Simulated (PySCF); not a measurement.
SMILES [O+]#[C-]->[V](<-[C-]#[O+])(<-[C-]#[O+])(<-[C-]#[O+])(<-[C-]#[O+])<-[C-]#[O+], doublet at its CAM-B3LYP/def2-SVP optimised geometry (Å):

```
13

V      0.0000     0.0000     0.0000
O      0.2128     3.1363    -0.0096
C      0.1294     2.0009     0.0000
O      0.2136    -0.2235     3.1281
C      0.1298    -0.1364     1.9961
O      3.1433     0.0104     0.0112
C      2.0050     0.0000     0.0000
O     -3.1433    -0.0104    -0.0107
C     -2.0050     0.0000     0.0002
O     -0.2137     0.2230    -3.1281
C     -0.1298     0.1363    -1.9961
O     -0.2132    -3.1363     0.0091
C     -0.1296    -2.0010    -0.0002
```

Level of theory: unrestricted CAM-B3LYP/def2-TZVP in PySCF.

Map of the deformation density (molecule minus spherical neutral atoms) (e/bohr³) on the plane z = 0.6 Å:

```
|777777777777777777777777777|
|777777777777777777777777777|
|777777777777777777777777777|
|777777777777777777777777777|
|777777777777777777777777777|
|777777777777777777777777777|
|777777777777777777777777777|
|777777777776688677777777777|
|777777777776544667777777777|
|777777777777787677777777777|
|777777777777799777777777777|
|777777766676678776667777777|
|777777775787689787577777777|
|777777784898807798497777777|
|777777775788978887577777777|
|777777766777778777667777777|
|777777777777898777777777777|
|777777777776787777777777777|
|777777777765445677777777777|
|777777777776886677777777777|
|777777777777777777777777777|
|777777777777777777777777777|
|777777777777777777777777777|
|777777777777777777777777777|
|777777777777777777777777777|
|777777777777777777777777777|
|777777777777777777777777777|
```
Scale: ten equal steps from -0.056 (start of '0') to 0.017 (end of '9'), in the order '0123456789'; x runs from -5.50 to 5.50, y from -5.50 (bottom) to 5.50 (top).
